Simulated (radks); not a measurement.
The numbers below are computed, except where a source is named.
The thulium ion Tm54+, configuration [Ne] 3s2 3p3 (the NIST ground configuration).

Code: a radial shooting solver on a logarithmic mesh with Libxc functionals. Model: scalar-relativistic Kohn-Sham, PBE, spin-polarised, spherical densities, finite nucleus; open shells are filled with parallel spins first (spin-orbit coupling, left out, can overturn this in heavy ions); Fermi nuclear charge, rms radius 5.2256 fm.

Energy parts (eV):
part                      energy
total                 -285930.61
kinetic                316781.11
electron-nucleus      -628462.58
Hartree                 29760.43
exchange-correlation    -4009.57

Orbitals (lengths in bohr, moments of r in powers of bohr; r(max) is where P^2 peaks; r(90%) holds 90 % of the orbital's charge):
| orbital | occ. | eigenvalue (eV) | r(90%) | r(max) |
|---|---|---|---|---|
| 1s up | 1 | -63310.26 | 0.0363 | 0.01261 |
| 1s down | 1 | -63299.98 | 0.0363 | 0.01261 |
| 2s up | 1 | -13869.26 | 0.130 | 0.07148 |
| 2s down | 1 | -13861.77 | 0.130 | 0.07149 |
| 2p up | 3 | -12732.62 | 0.121 | 0.05811 |
| 2p down | 3 | -12721.97 | 0.121 | 0.05814 |
| 3s up | 1 | -5540.816 | 0.295 | 0.1925 |
| 3s down | 1 | -5506.949 | 0.295 | 0.1925 |
| 3p up | 3 | -5199.497 | 0.294 | 0.1871 |
| 3p down | 0 | -5165.755 | 0.294 | 0.1871 |

The highest occupied level is 3p up at -5199.5 eV. Summed over all electrons, <r^2> = 0.2882 bohr^2, which gives a Langevin (diamagnetic) susceptibility term of -0.228 x 10^-6 cm^3/mol. The density falls to 0.001 e/bohr^3 at r = 0.60 bohr. The spin density at the nucleus is -53.2 e/bohr^3 (1s -100.6, 2s 3.9, 3s 43.5).
